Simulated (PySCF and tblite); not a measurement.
Results of a calculation; reference values are marked as such.
System: C₆H₆B₂S, numbered as in [BH2:1][c:2]1[cH:3][cH:4][c:5]([BH:6][C:7]#[CH:8])[s:9]1.

Level: B3LYP/pcSseg-1 + D3(BJ) on GFN2-xTB stationary points, with GFN2-xTB thermal terms. Rate constants are transition-state-theory values, counting equivalent paths, without tunnelling. Run with tblite and PySCF.

Question: What barrier does the rotation about the B6–C5 bond (torsion C7–B6–C5–C4 from 0° to 179°, rising) meet, and how fast is it at 298 K?

Answer: The electronic barrier is 10.2 kcal/mol and ΔG‡(298 K) 10.2 kcal/mol, over a C1 saddle with an imaginary mode of 84i cm⁻¹ (GFN2-xTB). With 2 equivalent paths, k is 3.9×10⁵ s⁻¹, a mean lifetime of the start of 2.6 µs against this motion. The end lies 0.0 kcal/mol above the start in free energy.
